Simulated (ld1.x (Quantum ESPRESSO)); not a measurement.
**In (Z = 49) PAW: all-electron and pseudo phase curves**

| Item | Value |
| --- | --- |
| Element | In (Z = 49) |
| Generator | ld1.x (Quantum ESPRESSO) 7.5 |
| Type | PAW |
| Functional | PBE |
| Relativity | scalar-relativistic |
| Frozen core | [Kr] |
| Valence charge | 13 |
| Reference configuration | 4d10 5s1.75 5p1.25 |
| Partial waves | 5s (bound): rcut 1.80, rcutus 2.35 bohr; 5s channel at 3.4 Ry: rcut 1.80, rcutus 2.35 bohr; 5p (bound): rcut 2.75, rcutus 3.20 bohr; 5p channel at 0.6 Ry: rcut 2.75, rcutus 3.20 bohr; 4d (bound): rcut 1.10, rcutus 1.35 bohr; 4d channel at 1.35 Ry: rcut 1.10, rcutus 1.35 bohr |
| Local potential | all-electron potential smoothed inside 1.70 bohr (lloc = -1) |
| Core correction | Bessel-smoothed model core inside 1.00 bohr |
| Augmentation charge | BESSEL, radius 1.20 bohr |

The phase is arctan(r·u′/u) with u = r·R(r), unwrapped; energies in Ry, scanned from -3 to 5 Ry. A pole is an energy at which the radial function vanishes at the test radius. The pseudo phase is shifted by a multiple of π to meet the all-electron one at the reference energy, and phase errors are pseudo minus all-electron; the curves can meet again beyond the range given. Levels narrower than the energy grid can be missing from the lists of poles. Where the grid stepped over a known ghost or core level, its pole and its step of π were put in at the level’s energy.

For each channel, where are the poles, and over which energies does the pseudopotential scatter like the atom?

```json
{"channel": "s", "radius (bohr)": "3.50", "reference energy (Ry)": "-0.62", "poles, all-electron": "-0.22, 3.92", "poles, pseudo": "-1.18, -0.22, 3.92", "unbroken range about the reference energy with phases within 0.05 rad": "above -1.2", "phase error 1 Ry above the reference energy (rad)": "+0.000"}
{"channel": "p", "radius (bohr)": "3.50", "reference energy (Ry)": "-0.20", "poles, all-electron": "0.58, 4.89", "poles, pseudo": "0.58, 2.87", "unbroken range about the reference energy with phases within 0.05 rad": "below 1.9", "phase error 1 Ry above the reference energy (rad)": "-0.000"}
{"channel": "d", "radius (bohr)": "3.50", "reference energy (Ry)": "-1.40", "poles, all-electron": "-1.38, 2.02", "poles, pseudo": "-1.38, 2.02", "unbroken range about the reference energy with phases within 0.05 rad": "the whole range", "phase error 1 Ry above the reference energy (rad)": "+0.000"}
```

Note: ghost state, extra bound levels that the all-electron valence spectrum of the same l lacks: s at -16.0 eV. A true bound ghost makes a file unfit for plane-wave use.

Phases in the s channel:

```json
{"E (Ry)": "-3.00", "all-electron": "1.385", "pseudo": "4.527"}
{"E (Ry)": "-2.76", "all-electron": "1.374", "pseudo": "4.516"}
{"E (Ry)": "-2.52", "all-electron": "1.361", "pseudo": "4.503"}
{"E (Ry)": "-2.28", "all-electron": "1.345", "pseudo": "4.487"}
{"E (Ry)": "-2.04", "all-electron": "1.324", "pseudo": "4.466"}
{"E (Ry)": "-1.80", "all-electron": "1.295", "pseudo": "4.436"}
{"E (Ry)": "-1.56", "all-electron": "1.252", "pseudo": "4.393"}
{"E (Ry)": "-1.32", "all-electron": "1.176", "pseudo": "4.316"}
{"E (Ry)": "-1.08", "all-electron": "1.003", "pseudo": "1.006"}
{"E (Ry)": "-0.84", "all-electron": "0.300", "pseudo": "0.301"}
{"E (Ry)": "-0.60", "all-electron": "-1.139", "pseudo": "-1.139"}
{"E (Ry)": "-0.36", "all-electron": "-1.489", "pseudo": "-1.489"}
{"E (Ry)": "-0.12", "all-electron": "-1.614", "pseudo": "-1.614"}
{"E (Ry)": "0.12", "all-electron": "-1.690", "pseudo": "-1.690"}
{"E (Ry)": "0.36", "all-electron": "-1.754", "pseudo": "-1.754"}
{"E (Ry)": "0.60", "all-electron": "-1.823", "pseudo": "-1.823"}
{"E (Ry)": "0.84", "all-electron": "-1.914", "pseudo": "-1.914"}
{"E (Ry)": "1.08", "all-electron": "-2.062", "pseudo": "-2.062"}
{"E (Ry)": "1.32", "all-electron": "-2.364", "pseudo": "-2.364"}
{"E (Ry)": "1.56", "all-electron": "-3.065", "pseudo": "-3.065"}
{"E (Ry)": "1.80", "all-electron": "-3.877", "pseudo": "-3.877"}
{"E (Ry)": "2.04", "all-electron": "-4.253", "pseudo": "-4.253"}
{"E (Ry)": "2.28", "all-electron": "-4.422", "pseudo": "-4.422"}
{"E (Ry)": "2.52", "all-electron": "-4.515", "pseudo": "-4.515"}
{"E (Ry)": "2.76", "all-electron": "-4.574", "pseudo": "-4.574"}
{"E (Ry)": "3.00", "all-electron": "-4.616", "pseudo": "-4.616"}
{"E (Ry)": "3.24", "all-electron": "-4.648", "pseudo": "-4.648"}
{"E (Ry)": "3.48", "all-electron": "-4.674", "pseudo": "-4.674"}
{"E (Ry)": "3.72", "all-electron": "-4.696", "pseudo": "-4.696"}
{"E (Ry)": "3.96", "all-electron": "-4.716", "pseudo": "-4.716"}
{"E (Ry)": "4.20", "all-electron": "-4.734", "pseudo": "-4.734"}
{"E (Ry)": "4.44", "all-electron": "-4.752", "pseudo": "-4.752"}
{"E (Ry)": "4.68", "all-electron": "-4.771", "pseudo": "-4.771"}
{"E (Ry)": "4.92", "all-electron": "-4.790", "pseudo": "-4.790"}
```
